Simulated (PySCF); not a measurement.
NS, multiplicity 2. Atoms are numbered in the order given.

```xyz
2

N      0.0000     0.0000    -1.0368
S      0.0000     0.0000     0.4536
```
Charge 0, spin multiplicity 2.

Geometry: B3LYP-D3(BJ)/def2-TZVPD.

These are CAM-B3LYP/def2-TZVPD run with PySCF values and carry that method's errors.

Mulliken values depend strongly on the basis, most of all with diffuse functions as here. ESP charges are fitted to the potential on shells at 1.4 to 2.0 van der Waals radii. Atomic charges (e):

| atom | meta-Löwdin | ESP fit | Mulliken spin |
|---|---|---|---|
| N1 | -0.39 | -0.26 | 0.62 |
| S2 | 0.39 | 0.26 | 0.38 |
